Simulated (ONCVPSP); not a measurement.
Configuration tests for Zr (ONCV)

| Property | Result |
| --- | --- |
| Element | zirconium |
| Generator | ONCVPSP 4.0.1 |
| Type | optimised norm-conserving Vanderbilt (ONCV) |
| Functional | PBE |
| Relativity | scalar-relativistic |
| Frozen core | [Kr] |
| Valence charge | 4 |
| Reference configuration | 4d2 5s1.5 (charge +0.5) |
| Partial waves | 5s: rc 3.20 bohr, ncon 3, nbas 7, qcut 1.7 1/bohr, 2 projectors, debl 0.7 Ha; p scattering state at 0.26 Ha: rc 2.80 bohr, ncon 5, nbas 9, qcut 2.9 1/bohr, 2 projectors, debl 3.6 Ha; 4d: rc 2.60 bohr, ncon 4, nbas 9, qcut 5.7 1/bohr, 3 projectors, debl 0.7 Ha |
| Local potential | polynomial inside 2.35 bohr (lpopt 5, dvloc0 6 Ha) |
| Core correction | Teter function, fcfact 3.75, rcfact 1.3 |

In the p channel the program set the typed energies aside and used 0.050, 3.650 Ha.

Energies are relative to the spin-unpolarised reference configuration 4d2 5s1.5; without spin polarisation the order of configurations can differ from experiment.

| valence configuration | charge | ΔE all-electron (eV) | error AE − PS (meV) |
| --- | --- | --- | --- |
| 4d2 5s2 | 0 | -2.880 | -2.4 |
| 4d2 5s1 | +1 | 4.258 | -1.5 |
| 4d2 5s0 | +2 | 17.198 | +3.9 |
| 4d3 5s0 | +1 | 4.641 | +5.2 |

Note: ghosts flagged at negative energy: s at -9.8 eV; GHOST(+) flagged for p at 112.7 eV, s at 216.6 eV. A true bound ghost makes a file unfit for plane-wave use.
